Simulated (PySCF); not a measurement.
Species: BGeH7O3Si.
Atom-mapped SMILES: `[OH:1][B:2]([OH:3])[GeH2:4][O:5][SiH3:6]`

Lines to be assigned: B 1s: 197.62 eV; O 1s: 536.89 (area 1), 539.65 (area 2) eV; Si 1s: 1846.82 eV; Si 2p3/2: 106.91 eV.

Method used: PySCF, delta-SCF UKS SCAN, pcX-2 on the ionised atom, pcseg-1 elsewhere, spin-free X2C. The structure is a single PBE0-D3(BJ)/def2-SVP conformer in the gas phase; no vibrational or solvent corrections.

Assign the O 1s lines to atoms.

536.89 eV: O5 (oxygen bonded to Ge and Si); 539.65 eV: O1/O3 (boron-bound oxygen). The listed O 1s values span 2.76 eV, from O5 (bonded to Ge and Si) to O1/O3 (bonded to H and B). Summing the Pauling electronegativity differences to the bonded atoms, each weighted by its formal bond order, gives -2.97 for the lowest site and -2.64 for the highest.

Bonded neighbours of each site: O1/O3: H and B; B2: 2 O and Ge; O5: Ge and Si; Si6: O and 3 H.

Give the binding energy of O 1s of O1/O3 in hartree and in kJ/mol.

539.65 eV = 19.8318 Eh = 52068 kJ/mol.

Topologically equivalent atoms share the value of their first member; where this conformer doesn't relate them by symmetry, their own values could differ. The 2p values add to the ΔSCF energy of one spin-free hole a correction within the shell (spin–orbit coupling, ligand field). 2p1/2 minus 2p3/2 (ligand field included): Si 0.62 eV. No level of germanium is listed.

Shape of the structure used: `[OH:1][B:2]([OH:3])[GeH2:4][O:5][SiH3:6]`: O1–B2–Ge4–O5 65°, B2–Ge4–O5–Si6 -176°, H–O1–B2–O3 2°, H–O3–B2–O1 -1°.
